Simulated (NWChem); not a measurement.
SiIF, singlet; SMILES I[Si]F

Program: NWChem. Low-valent species are run as closed-shell singlets; no triplet was tried in these runs. All runs use the structure optimised with PBE0/def2-SVP. def2 effective core potentials on I; no spin-orbit coupling. B3LYP is NWChem's, with the RPA form of VWN correlation. Vertical excitations in the gas phase; the lowest state need not have the same character in each row.

| level | lowest excitation, singlet (eV) | oscillator strength of that lowest state | lowest state with f > 0.02, singlet (eV) | oscillator strength of that bright state | orbital gap (eV) |
|---|---|---|---|---|---|
| PBE/def2-SVPD, full TDDFT | 3.17 | 0.002 | 4.03 | 0.027 | 2.89 |
| B3LYP/def2-SVPD, full TDDFT | 3.43 | 0.007 | 4.26 | 0.024 | 4.29 |
| BHandHLYP/def2-SVPD, full TDDFT | 3.66 | 0.019 | 6.13 | 0.107 | 6.44 |
| PBE0/def2-SVPD, full TDDFT | 3.50 | 0.011 | 4.38 | 0.025 | 4.66 |
